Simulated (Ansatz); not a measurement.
C$_{2}$H$_{8}$BNOSe, singlet, geometry from GFN2-xTB; CASSCF(6,6)/STO-3G in Ansatz (a program for electronic structure).

Input for Ansatz:
Ansatz 0.2 input:
```yaml
crystal:
  periodic: [false, false, false]
  atoms:
    - {symbol: B, position_ang: [-0.43339263, 0.47625837, 0.02890618]}
    - {symbol: N, position_ang: [-1.28448408, -0.52815916, -0.44379611]}
    - {symbol: C, position_ang: [-2.69315993, -0.34022882, -0.72109426]}
    - {symbol: C, position_ang: [-0.86676686, -1.88653949, -0.71714767]}
    - {symbol: H, position_ang: [-2.90377158, -0.55881915, -1.77293308]}
    - {symbol: H, position_ang: [-3.29348819, -1.01486086, -0.10223929]}
    - {symbol: H, position_ang: [-3.00008855, 0.68289972, -0.51341162]}
    - {symbol: H, position_ang: [-1.43086565, -2.58975522, -0.09677930]}
    - {symbol: H, position_ang: [-1.04079172, -2.13329538, -1.76900487]}
    - {symbol: H, position_ang: [0.19427884, -2.00672188, -0.50244707]}
    - {symbol: O, position_ang: [-0.77205186, 1.75556395, 0.29911463]}
    - {symbol: H, position_ang: [-1.67664738, 2.03314819, 0.16387386]}
    - {symbol: Se, position_ang: [1.47341665, 0.13958346, 0.38179997]}
    - {symbol: H, position_ang: [1.74953548, 1.47348735, 0.81031890]}
basis:
  gaussian:
    orbitals: STO-3G
hamiltonian:
  xc: hf
magnetization: {spin_polarized: false}
correlation: {active_space: {window: {electrons: 6, orbitals: 6}}}
```

Question: Write the output that Ansatz gives for this input, abridged.

Answer: 
```
Functional definition: HF
645 factors; integrals over basis functions are off by at most 7.6e-5 eV
mean field evaluation 1: about -70885.7403 eV, gradient 2.5e1 eV
mean field evaluation 2: about -70886.0157 eV, gradient 2.5e1 eV
mean field evaluation 4: about -70888.3917 eV, gradient 1.6e0 eV
mean field evaluation 8: about -70888.4014 eV, gradient 2.8e-4 eV
mean field -70888.40144877 eV, -2605.1007033579 hartree, gradient 6.9e-7 eV, S^2 0.000000; 0 other end points of the search recorded, 0 dependent functions left out
reference -70888.40144877 eV, -2605.1007033579 hartree; 37, 37 occupied and 14, 14 virtual orbitals, 645 factors
state -70889.54193591 eV, -2605.1426154875 hartree
the orbitals are reached from a further start. From the first start the search ends at -70889.50978980 eV, -2605.1414341395 hartree
Total energy: -70889.54193591 eV, -2605.1426154875 hartree
```
